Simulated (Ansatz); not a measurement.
[Gd(H2O)6]3+ (GdO6H12³⁺), relaxed as a octet with UKS PBE-D4/def2-SVP in Ansatz, starting from the GFN2-xTB geometry. Force threshold 0.03 eV/Å.

In the def2 sets Gd takes a core potential; there is no spin–orbit coupling.

Start:

```csv
atom,x (Å),y (Å),z (Å)
Gd1,-0.002,0.001,0.005
O2,-1.037,-1.060,-1.827
H3,-1.273,-0.689,-2.702
H4,-1.334,-1.990,-1.910
O5,1.036,1.065,1.830
H6,1.323,1.998,1.919
H7,1.290,0.687,2.698
O8,-2.119,0.596,0.844
H9,-3.005,0.419,0.465
H10,-2.337,1.087,1.664
O11,2.118,-0.593,-0.839
H12,2.338,-1.100,-1.648
H13,3.004,-0.399,-0.469
O14,0.076,2.020,-1.210
H15,0.787,2.360,-1.793
H16,-0.595,2.731,-1.266
O17,-0.078,-2.026,1.202
H18,0.589,-2.743,1.242
H19,-0.782,-2.364,1.795
```

(1) Estimate the energy that the relaxation releases and the steps that it takes.

(2) Does the start keep its bonding and symmetry?

(3) Predict the relaxed structure.

## Answers

(1) 0.6 kcal/mol, in 3 steps; 18 s on 4 threads of Arm Neoverse V1 on a shared host. No frequencies were taken in this run, so the end may be a saddle point.

(2) By distances, no bond broke or formed. The bond that changes most is O2–H3, from 0.98 to 0.99 Å (atoms count from 1).

(3) 
```xyz
19

Gd    0.0010   -0.0004    0.0006
O    -1.0357   -1.0622   -1.8311
H    -1.2767   -0.6717   -2.7045
H    -1.3314   -2.0008   -1.9020
O     1.0303    1.0643    1.8350
H     1.3212    2.0043    1.9071
H     1.2701    0.6744    2.7090
O    -2.1173    0.5924    0.8483
H    -3.0035    0.3933    0.4632
H    -2.3242    1.0973    1.6703
O     2.1206   -0.5903   -0.8462
H     2.3290   -1.0922   -1.6697
H     3.0063   -0.3911   -0.4599
O     0.0826    2.0181   -1.2145
H     0.8014    2.3415   -1.8079
H    -0.5932    2.7361   -1.2479
O    -0.0797   -2.0230    1.2091
H     0.5975   -2.7398    1.2408
H    -0.7985   -2.3502    1.8003
```
Bond lengths: 6 × Gd–O 2.36 Å; 12 × H–O 0.99 Å.
